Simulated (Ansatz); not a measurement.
Total energies of CH3NOSi, SMILES `O[SiH]1C=N1`.

Cartesian coordinates in Å:
```
O 0.047 0.117 -1.767
Si -0.097 -0.526 -0.276
C -0.208 0.377 1.234
N 0.988 -0.072 1.039
H 0.334 1.029 -1.842
H -0.513 -1.920 -0.456
H -0.551 0.994 2.068
```

Total charge 0; spin multiplicity 1. The geometry is a stationary point of PBE0-D4/def2-TZVP. It is one conformer, not always the lowest. Basis def2-TZVPP, the Gaussian-basis code of Ansatz.

RPA on PBE orbitals: Hartree–Fock energy of these orbitals -457.88688 Eh, correlation -1.11497 Eh (frozen core).

| functional | energy without D4 (Eh) | D4 term (kJ/mol) |
| --- | --- | --- |
| LDA (SPW92) | -456.94912 | – |
| PBE | -459.10795 | -12.5 |
| revPBE | -459.33852 | -39.6 |
| BLYP | -459.41011 | -28.1 |
| r2SCAN | -459.33451 | -2.9 |
| B97M-V | -459.34621 | – |
| PBE0 | -459.13596 | -10.4 |
| B3LYP | -459.47098 | -20.3 |
| r2SCANh | -459.32188 | -3.0 |
| r2SCAN0 | -459.30391 | -3.4 |
| HSE06 (plane-wave form) | -459.12139 | -9.6 |
| BHLYP | -459.35612 | -15.2 |
| CAM-B3LYP | -459.38740 | -10.5 |
| LC-ωPBE | -459.24553 | – |
| ωB97X-V | -459.34797 | – |
| ωB97M-V | -459.37968 | – |
| B2PLYP | -459.20920 | – |
| PBE-QIDH | -459.02561 | – |

B3LYP takes the VWN-RPA correlation (the form of Gaussian; ORCA's B3LYP/G). HSE06 is the plane-wave form, built on full-range PBE exchange. The double hybrids freeze the cores in their second-order part.

LC-ωPBE has ω = 0.4 bohr⁻¹.
